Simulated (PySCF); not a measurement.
## Working out the ionisation energy of Zn

Zn [Ar] 3d10 4s2 (1S) → Zn⁺ [Ar] 3d10 4s1 (2S). Calculation: PySCF 2.14, in def2-TZVP; no relativity, point nucleus. Frozen: [Ar]. Energies in hartree (1 hartree = 27.21139 eV):

```csv
part,Zn (lower),Zn⁺ (upper)
UHF,-1777.807066,-1777.526441
CCSD correlation,-0.375261,-0.330082
(T),-0.008938,-0.005670
```

**Question.** What does Hartree-Fock give?

**Answer.** (-1777.526441) − (-1777.807066) = 0.280625 hartree = 7.636 eV.

**Question.** What do CCSD and CCSD(T) give?

**Answer.** The CCSD correlation energies differ by 0.045179 hartree = 1.229 eV and the triples by 0.003268 hartree = 0.089 eV, so CCSD gives 8.865 eV and CCSD(T) 8.954 eV.

Measured between the centres of the two terms (NIST): 9.394 eV, so CCSD(T) (valence) is off by -0.440 eV.

The calculation is non-relativistic.

What remains against the reference includes basis incompleteness, the frozen core and higher excitations.
